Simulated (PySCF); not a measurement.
# Correlation energy of Ga+ (gallium, charge +1)

[Ar] 3d10 4s2, closed-shell 1S. All numbers are calculated (PySCF 2.14, no relativity, point nucleus, in 6-31G* (5s4p3d, 32 functions)). Frozen: [Ar] 3d10; 2 electrons correlated.

Total MP2 correlation energy: -23.16 mhartree.

Same-spin part 0.00 and opposite-spin part -23.16 mhartree; SCS-MP2 scales them by 1/3 and 6/5 to -27.79 mhartree.

With two correlated electrons CCSD is exact within the correlated space (frozen core and kept virtual orbitals).

```csv
level,correlation energy (mhartree)
CCSD,-34.84
```

Diagnostics: T1 = 0.0044, D1 = 0.0062, largest double amplitude 0.102.

Cost of the coupled-cluster step: 0.04 s of wall time on 1 thread of Neoverse-V2 (shared host), for 2 correlated electrons.

Iterations:

```
CC2 = 0
CCSD nocc = 1, nmo = 18
frozen orbitals [0, 1, 2, 3, 4, 5, 6, 7, 8, 9, 10, 11, 12, 13]
max_cycle = 100
direct = 0
conv_tol = 1e-08
conv_tol_normt = 1e-06
diis_space = 8
diis_start_cycle = 0
Init t2, MP2 energy = -1922.76194524871  E_corr(MP2) -0.0231565344843597
Init E_corr(CCSD) = -0.0231565344844043
cycle = 1  E_corr(CCSD) = -0.0303476343601405  dE = -0.00719109988  norm(t1,t2) = 0.0462745
cycle = 2  E_corr(CCSD) = -0.0329410955827175  dE = -0.00259346122  norm(t1,t2) = 0.0197547
cycle = 3  E_corr(CCSD) = -0.0348546587924137  dE = -0.00191356321  norm(t1,t2) = 0.00894099
cycle = 4  E_corr(CCSD) = -0.0348404819630453  dE = 1.41768294e-05  norm(t1,t2) = 0.000345094
cycle = 5  E_corr(CCSD) = -0.0348445880914326  dE = -4.10612839e-06  norm(t1,t2) = 2.51108e-05
cycle = 6  E_corr(CCSD) = -0.0348425045169311  dE = 2.0835745e-06  norm(t1,t2) = 7.46686e-06
cycle = 7  E_corr(CCSD) = -0.0348428456991127  dE = -3.41182182e-07  norm(t1,t2) = 1.47933e-06
cycle = 8  E_corr(CCSD) = -0.0348428471097267  dE = -1.410614e-09  norm(t1,t2) = 1.43847e-08
CCSD converged
E(CCSD) = -1922.773631561332  E_corr = -0.03484284710972665
```
